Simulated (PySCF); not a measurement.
A first-order proton ENDOR spectrum was simulated from computed couplings for a radical in fast tumbling at B = 1216.3 mT (Q band).

Class means under 0.5 MHz are left out. Line positions in MHz: 30.93, 35.89, 43.93, 46.94, 56.64, 59.65, 67.68, 72.64.

Q: What is the proton Larmor frequency at this field?

A: νH = 5.58569 × 7.62259 MHz/T × 1.2163 T = 51.79 MHz.

Q: Which couplings do the lines give?

A: ν± = |νn ± a/2|, one line for each electron-spin manifold; νn = |g_N| × 7.62259 MHz/T × B. A pair with |a| < 2νn is centred on νn and split by |a|; one with |a| > 2νn is centred on |a|/2 and split by 2νn.

```json
{"lower line": "30.93", "upper line": "72.64", "centred on": "νn", "|a| (MHz)": "41.71"}
{"lower line": "35.89", "upper line": "67.68", "centred on": "νn", "|a| (MHz)": "31.79"}
{"lower line": "43.93", "upper line": "59.65", "centred on": "νn", "|a| (MHz)": "15.72"}
{"lower line": "46.94", "upper line": "56.64", "centred on": "νn", "|a| (MHz)": "9.70"}
```

Species: C₄H₇Si (doublet state).
Numbering: `[SiH3:1][C:2]1=[CH:3][CH:4][CH2:5]1` (hydrogens: H6, H7, H8 on Si1; H9 on C3; H10 on C4; H11, H12 on C5)

Q: This is the radical. Which protons give which coupling, and how does each split the EPR lines?

A: 41.7 MHz (computed sign −): H10, 1 bond from C4, a 1:1 doublet of 1.488 mT; 31.8 MHz (computed sign +): H6/H7/H8, 2 bonds from C2, a 1:3:3:1 quartet of 1.134 mT; 15.7 MHz (computed sign +): H11/H12, 2 bonds from C4, a 1:2:1 triplet of 0.561 mT; 9.7 MHz (computed sign +): H9, 2 bonds from C4, on C3 of spin population -0.25, a 1:1 doublet of 0.346 mT. To first order the positions of ENDOR lines don't depend on how many nuclei share a coupling. Main spin sites, with 60 % or more of the largest population: C2, C4; positions count bonds from the nearest.

Computed, not measured: UKS B3LYP, pcH-1 on C H Si, non-relativistic, mean-field spin-orbit, GIAO in PySCF. Geometry: GFN2-xTB; no solvent, vibrations or thermal averaging. The geometry wasn't refined by DFT: couplings that depend on bond lengths, twists or pyramidal angles can differ widely from those at the functional's own minimum. No stability test was run, so a lower SCF solution isn't excluded. ⟨S²⟩ is 0.775 where a pure state has 0.75.

Means are taken over nuclei equivalent by connectivity, which assumes that they swap fast. The three 1H nuclei of mean +31.8 MHz run from -1.1 to 48.2 MHz in the frozen geometry.

The Mulliken spin populations are largest on C2 (+0.69), C4 (+0.63), C3 (-0.25) and C5 (-0.08). The angles at C2 add up to 360.0°, so it is planar.
